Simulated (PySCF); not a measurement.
C2H6BFO2, SMILES C[C@@H](F)B(O)O. Atoms are numbered in the order given.

```xyz
12

C      1.7067    -0.7965     0.2057
C      0.4816    -0.0248     0.6718
F      0.8223     1.3434     0.7694
B     -0.7795    -0.1416    -0.3073
O     -1.2757     0.9840    -0.8704
O     -1.3707    -1.3295    -0.6108
H      1.4873    -1.8755     0.1518
H      2.0203    -0.4656    -0.7968
H      2.5530    -0.6569     0.8961
H      0.2093    -0.3504     1.6945
H     -0.7621     1.7487    -0.5703
H     -0.9704    -2.0912    -0.1783
```
Charge 0, spin multiplicity 1.

Coordinates come from a B3LYP-D3(BJ)/def2-SVP optimisation. The structure was generated by enumeration; whether it is a known compound was not checked. Other conformers were not sampled.

All values below come from ωB97X/def2-TZVP (PySCF).

Isolated molecule, no solvent.

Task: Estimate the frontier levels, gap, dipole moment and polarisability. (The exact figures need the calculation; the answer reports its results.)

Result: 
- highest occupied level: -11.07 eV
- lowest empty level: 2.38 eV
- orbital gap: 13.45 eV
- dipole moment: 3.01 D
- quadrupole, principal values (traceless, Buckingham form, about the centre of nuclear charge): -11.08, 2.43, 8.65 D·Å
- mean static polarisability: 45.2 bohr³ (6.70 Å³)
- polarisability, principal values: 39.1, 46.9, 49.6 bohr³
